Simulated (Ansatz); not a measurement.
Two isomers of GeH5NOSi: A = `O[SiH]1[NH][GeH2]1`, B = `N[SiH]1[O][GeH2]1`.

Program: Ansatz. Geometries: PBE0-D4/def2-TZVP. ΔE: electronic, gas phase. CBS: MP2 limit from def2 TZ/QZ plus the TZ coupled-cluster correction, frozen cores. Functionals use def2-TZVPP. B3LYP here is the variant with VWN-RPA as its local correlation; programs differ in this. For Ge outer-core shells are correlated without core-valence functions, which leaves a few kJ/mol of doubt a bond. Scalar relativity is left out up to krypton. One conformer a species, not always the lowest.

**Question.** Which isomer does CCSD(T)/CBS put lower? Give the gap. (Best estimate.)

**Answer.** Ansatz gave: B, by 7.0 kcal/mol.

**Question.** Give E(B) − E(A) in kcal/mol with B3LYP, PBE-D4, B3LYP-D4, CCSD/def2-TZVPP, MP2/def2-TZVPP, r2SCAN-D4, PBE0-D4. (Estimate.)

**Answer.** Ansatz gave: B3LYP -8.2, PBE-D4 -7.8, B3LYP-D4 -8.1, CCSD/def2-TZVPP -6.5, MP2/def2-TZVPP -6.9, r2SCAN-D4 -8.1, PBE0-D4 -6.5. None reverses the order clearly.

Largest T1 diagnostic: 0.014.

From PBE to PBE0 (25 % exact exchange), in def2-TZVPP and without D4, E(B) − E(A) moves by +1.3 kcal/mol.
